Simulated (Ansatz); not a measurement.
Reaction (cleavage of the Si–Si bond): `[OH][GeH2][SiH2][SiH3]` + `O[SiH](Cl)Cl` → `[SiH3]O[SiH](Cl)Cl` + `[OH][GeH2][SiH3]`

Calculated with Ansatz (gas phase, PBE0-D4/def2-TZVP geometries, no zero-point term in ΔE). CCSD(T)/CBS adds triple-zeta CCSD(T) − MP2 to the extrapolated MP2 energy (def2 sets, frozen cores). This one scheme is used for every species. DFT in def2-TZVPP. For Ge outer-core shells are correlated without core-valence functions, which leaves a few kJ/mol of doubt a bond. Scalar relativity is left out up to krypton. One conformer a species, not always the lowest.

CCSD(T)/CBS gives -94.9 kJ/mol.

Q: Another level gave -94.8 kJ/mol. Which?
A. PBE-D4/def2-TZVPP
B. CCSD(T)/def2-TZVPP
C. PBE0-D4/def2-TZVPP
D. CAM-B3LYP/def2-TZVPP

A: B. CCSD(T)/def2-TZVPP -94.8, CAM-B3LYP -103.2, PBE-D4 -67.4, PBE0-D4 -76.0 kJ/mol.

Largest T1 diagnostic among the species: 0.013.

From PBE to PBE0 (25 % exact exchange), in def2-TZVPP and without D4, ΔE moves by −8.6 kJ/mol. In def2-TZVPP, CCSD(T) changes the Hartree–Fock value by +29.6 kJ/mol (the triples alone add +4.4 kJ/mol) and MP2 by +23.7 kJ/mol.
